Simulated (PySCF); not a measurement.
Species: C₃H₇NSSi.
Atom-mapped SMILES: `[CH2:1]=[CH:2]/[CH:3]=[N:4]\[SiH2:5][SH:6]` (hydrogens: H7, H8 on C1; H9 on C2; H10 on C3; H11, H12 on Si5; H13 on S6)

Computed with PBE0-D3(BJ)/def2-SVP geometry optimisation, gas phase in PySCF.

(1) What internal coordinates does the optimisation give?

Results:

(1) 
```csv
bond,length (bohr)
C1=C2,2.530
C2–C3,2.770
C3=N4,2.398
N4–Si5,3.278
Si5–S6,4.048
C1–H7,2.070
C1–H8,2.064
C2–H9,2.070
C3–H10,2.097
"Si5–H11, Si5–H12",2.824
S6–H13,2.554
```

Bonds in one row agree within 0.02 bohr and their mean is given. A selection of angles:
```csv
angle,degrees
C2–C1–H7,120.8
C2–C1–H8,122.0
H7–C1–H8,117.2
C1–C2–C3,121.7
C1–C2–H9,120.7
C3–C2–H9,117.5
C2–C3–N4,127.6
C2–C3–H10,114.0
N4–C3–H10,118.4
C3–N4–Si5,134.2
N4–Si5–S6,107.8
N4–Si5–H11,105.9
N4–Si5–H12,118.4
S6–Si5–H11,112.3
S6–Si5–H12,103.4
H11–Si5–H12,109.2
Si5–S6–H13,93.8
```

Torsions: C1–C2–C3–N4 179° (antiperiplanar); C2–C3–N4–Si5 2° (synperiplanar); C3–N4–Si5–S6 119° (anticlinal); H13–S6–Si5–N4 50° (synclinal). The mirror-image conformer, all signs reversed, is as good.

N4 (C=N nitrogen) is bent (angle 134.2°). Si5 (SiH2 silicon) is distorted tetrahedral (angles from 103.4° to 118.4°). The 2 C–C bonds span 1.339 Å (C1=C2, drawn double) to 1.466 Å (C2–C3, drawn single), a spread of 0.127 Å. S6 (sulfur bonded to Si and H) is bent (angle 93.8°). Of the pairs four or more bonds apart, Si5···H9 is among the closest relative to their van der Waals radii: 3.05 Å, 92 % of the sum of Bondi's values.

Point group: C1 (no symmetry element, even within 0.4 Å). No PBE0-D3(BJ)/def2-SVP frequencies stand behind this structure, so it isn't proved a minimum. The numbers are those of one conformer (C1–C2–C3–N4 179°, C3–N4–Si5–S6 119°, N4–Si5–S6–H 50°).
